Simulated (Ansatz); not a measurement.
```yaml
crystal:
  periodic: [false, false, false]
  atoms:
    - {symbol: Cs, position_ang: [-1.478451, -1.476017, -4.293418]}
    - {symbol: F, position_ang: [-1.319225, -1.319163, -1.491315]}
    - {symbol: Cs, position_ang: [-1.530606, -1.531912, 1.400157]}
    - {symbol: F, position_ang: [-1.242845, -1.245707, 4.187658]}
    - {symbol: F, position_ang: [-1.248431, 1.245495, -4.185966]}
    - {symbol: Cs, position_ang: [-1.533545, 1.531423, -1.398371]}
    - {symbol: F, position_ang: [-1.318400, 1.318734, 1.492992]}
    - {symbol: Cs, position_ang: [-1.472902, 1.475877, 4.295468]}
    - {symbol: F, position_ang: [1.243064, -1.244430, -4.188180]}
    - {symbol: Cs, position_ang: [1.531537, -1.530950, -1.400932]}
    - {symbol: F, position_ang: [1.320203, -1.319046, 1.490673]}
    - {symbol: Cs, position_ang: [1.478762, -1.477206, 4.292780]}
    - {symbol: Cs, position_ang: [1.472931, 1.477148, -4.294758]}
    - {symbol: F, position_ang: [1.317151, 1.319652, -1.492477]}
    - {symbol: Cs, position_ang: [1.532210, 1.531639, 1.398861]}
    - {symbol: F, position_ang: [1.248546, 1.244462, 4.186816]}
basis:
  gaussian: {orbitals: def2-TZVP}
magnetization: {spin_polarized: true, initial_magnetization: 2}
hamiltonian: {xc: pbe0, dispersion: d4}
scf: {omitted_lower_state_checks: [starts]}
output: {orbitals: {seedname: orbitals}}
```

```sh
$ ansatz run in.yaml --threads 4 --pin off --events-out ev --progress --plain --max-ram 6963MiB
```

Question: Does this run fit into the memory that it is given?

Answer: No. It has 480 basis functions, and Ansatz plans for 10 GiB where 7 GiB are given.
